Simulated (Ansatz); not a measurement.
Isolated molecules relaxed with PBE0-D4/def2-TZVP in Ansatz; ΔE leaves out vibrations. CCSD(T)/CBS adds triple-zeta CCSD(T) − MP2 to the extrapolated MP2 energy (def2 sets, frozen cores). This one scheme is used for every species. DFT in def2-TZVPP. One conformer a species, not always the lowest.

`C[Si](F)(F)C#N` + `[OH][AlH2]` → `C[Si](F)(F)[O][AlH2]` + `C#N`  (ligand exchange at the Si–C bond)

CCSD(T)/CBS gives -1.16 eV.

Question: Another level gave -1.08 eV. Which?
A. PBE0-D4/def2-TZVPP
B. PBE-D4/def2-TZVPP
C. B2PLYP/def2-TZVPP
D. CCSD/def2-TZVPP

Answer: A. PBE0-D4 -1.08, B2PLYP -1.14, CCSD/def2-TZVPP -1.19, PBE-D4 -0.99 eV.

Largest T1 diagnostic among the species: 0.014.

From PBE to PBE0 (25 % exact exchange), in def2-TZVPP and without D4, ΔE moves by −0.09 eV. The D4 term adds −0.03 eV with B3LYP and −0.02 eV with PBE0; it sums over pairs of atoms, weighted by their polarisabilities, and B3LYP, whose exchange is more repulsive, gets the larger term.

B3LYP here is the variant with VWN-RPA as its local correlation; programs differ in this.
